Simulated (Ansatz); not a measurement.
`FBBF`. Charge 0, multiplicity 1. Geometry: relaxed with PBE0-D4/def2-TZVP. It is one conformer, not always the lowest.

```xyz
6

F    -0.044    1.336   -1.349
B     0.402    0.706   -0.271
B    -0.401   -0.690    0.312
F     0.012   -1.899   -0.042
H     1.359    1.202    0.268
H    -1.328   -0.656    1.082
```

What is the dipole moment at ωB97M-V/def2-TZVPP? (Best estimate.)

Computed: 0.77 D, with components (0.02, 0.29, 0.72) D in this frame, pointing from negative to positive charge.

And with PBE, r2SCAN, B3LYP? (Estimate.)

The calculation gave: PBE 0.65 D, r2SCAN 0.73 D, B3LYP 0.81 D.

Give the Mulliken charges with ωB97M-V, r2SCAN, B3LYP in def2-TZVPP. (An estimate is asked.)

Ansatz gave: 
```json
{"atom": "F1", "ωB97M-V": "-0.21", "r2SCAN": "-0.24", "B3LYP": "-0.22"}
{"atom": "B2", "ωB97M-V": "0.19", "r2SCAN": "0.28", "B3LYP": "0.22"}
{"atom": "B3", "ωB97M-V": "0.19", "r2SCAN": "0.28", "B3LYP": "0.22"}
{"atom": "F4", "ωB97M-V": "-0.21", "r2SCAN": "-0.24", "B3LYP": "-0.22"}
{"atom": "H5", "ωB97M-V": "0.02", "r2SCAN": "-0.05", "B3LYP": "-0.01"}
{"atom": "H6", "ωB97M-V": "0.02", "r2SCAN": "-0.05", "B3LYP": "-0.01"}
```

B3LYP here is the variant with VWN-RPA as its local correlation; programs differ in this.
